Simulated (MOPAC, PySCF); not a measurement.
C₅H₁₄O₃Si, SMILES `CC[Si](OC)(OC)OC`, neutral singlet in the gas phase. 

Cartesian coordinates (Å):
SMILES: CC[Si](OC)(OC)OC
```xyz
23

C      2.3640    -0.5110     1.3543
C      1.3169     0.5739     1.0631
Si    -0.0509    -0.0047    -0.0613
O     -0.8815    -1.3095     0.5293
C     -1.9189    -1.2779     1.4819
O      0.6590    -0.4742    -1.4800
C     -0.0047    -1.1642    -2.5179
O     -1.2049     1.1705    -0.3060
C     -0.9599     2.4538    -0.8299
H      3.1517    -0.1499     2.0350
H      2.8470    -0.8473     0.4239
H      1.8985    -1.3958     1.8173
H      0.8545     0.9328     2.0003
H      1.7942     1.4591     0.6061
H     -1.5304    -1.0897     2.5006
H     -2.6637    -0.4977     1.2479
H     -2.4251    -2.2563     1.4888
H     -0.4833    -2.0868    -2.1466
H     -0.7849    -0.5383    -2.9882
H      0.7327    -1.4352    -3.2896
H     -1.9238     2.9511    -1.0229
H     -0.3988     2.4119    -1.7816
H     -0.3877     3.0854    -0.1246
```
Charge 0, multiplicity 1.

All levels are single points at this geometry (B3LYP-D3(BJ)/def2-SVP); Pople sets use spherical d functions. Orbital energies aren't observables, and empty levels follow the basis.

```
level                            HOMO (eV)  LUMO (eV)  gap (eV)  dipole (D)  vertical IE, Delta-SCF (eV)
-------------------------------  ---------  ---------  --------  ----------  ---------------------------
PBE-D3(BJ)/def2-TZVP in PySCF        -6.36       0.16      6.52        0.99                            –
TPSSh-D3(BJ)/def2-TZVP in PySCF      -7.05       0.76      7.81        1.04                         9.19
B3LYP/3-21G in PySCF                 -7.06       2.17      9.23        1.41                            –
B3LYP/6-311+G** in PySCF             -7.65      -0.09      7.56        1.20                            –
B3LYP/LANL2DZ in PySCF               -7.41       1.71      9.12        1.60                            –
M06-2X/6-31G* in PySCF               -9.02       2.84     11.86        1.21                            –
HF/6-31G* in PySCF                  -11.28       5.64     16.93        1.36                         9.89
HF/STO-3G in PySCF                   -8.41      11.93     20.34        1.03                            –
PM7 in MOPAC                        -10.00       0.75     10.75        1.41                            –
```
